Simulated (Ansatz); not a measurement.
Input for Ansatz (a first-principles code): U-CCSD(T)/cc-pVDZ on AsH3 (SMILES [AsH3]), a point of a bond scan (R = 1.525 Å). The run froze 14 orbitals, filled d shells among them.

Ansatz 0.2 input:
```yaml
crystal:
  periodic: [false, false, false]
  atoms:
    - {symbol: As, position_ang: [0.00042674, 0.00037277, 0.07075147]}
    - {symbol: H, position_ang: [-0.28139953, 1.23234259, -0.78311169]}
    - {symbol: H, position_ang: [-0.93712035, -0.86192286, -0.76812259]}
    - {symbol: H, position_ang: [1.20443737, -0.38272110, -0.78356432]}
basis:
  gaussian:
    orbitals: cc-pVDZ
correlation: {method: ccsd_t, electrons: outside_noble_gas}
scf: {omitted_lower_state_checks: [cluster_reference]}
magnetization: {spin_polarized: true, initial_magnetization: 0}
```

Program output:

```
WARN ansatz: RAYON_NUM_THREADS=2 ignored (pool sized by the plan → 2); use --threads N
Functional definition: HF
these checks for a lower state are left out or cut short: cluster_reference
integrals: 0.02 GiB planned
458 factors; integrals over basis functions are off by at most 1.1e-3 eV
mean field: 0.10 GiB planned
mean field evaluation 1: about -60841.4824 eV, gradient 5.9e0 eV
mean field evaluation 2: about -60841.4847 eV, gradient 5.9e0 eV
mean field evaluation 4: about -60841.8968 eV, gradient 3.5e-1 eV
mean field evaluation 8: about -60841.8984 eV, gradient 9.9e-7 eV
mean field -60841.89842449 eV, -2235.8985269800 hartree, gradient 2.5e-6 eV, S^2 0.000000; 0 other end points of the search recorded, 0 dependent functions left out
14 core orbitals not correlated
reference -60841.89842449 eV, -2235.8985269800 hartree; 4, 4 occupied and 24, 24 virtual orbitals, 458 factors
second order -3.38242791 eV of doubles, -0.00000000 eV of singles
coupled cluster: 0.07 GiB planned
cycle   1  -3.93534326 eV  change   -5.5e-1 eV  update   5.5e-2
cycle   2  -4.13264287 eV  change   -2.0e-1 eV  update   2.0e-2
cycle   3  -4.14247311 eV  change   -9.8e-3 eV  update   4.9e-3
cycle   4  -4.14224121 eV  change    2.3e-4 eV  update   1.5e-3
cycle   5  -4.14183635 eV  change    4.0e-4 eV  update   4.7e-4
cycle   6  -4.14180948 eV  change    2.7e-5 eV  update   1.2e-4
cycle   7  -4.14183280 eV  change   -2.3e-5 eV  update   2.6e-5
cycle   8  -4.14182826 eV  change    4.5e-6 eV  update   5.1e-6
perturbative correction -0.08940987 eV, -0.0032857520 hartree
Total energy: -60846.12966262 eV, -2236.0540221132 hartree
Checks for a lower state left out: cluster_reference
```

The calculation finished and met its thresholds.

Cost: around 1.5 core-seconds (rough).
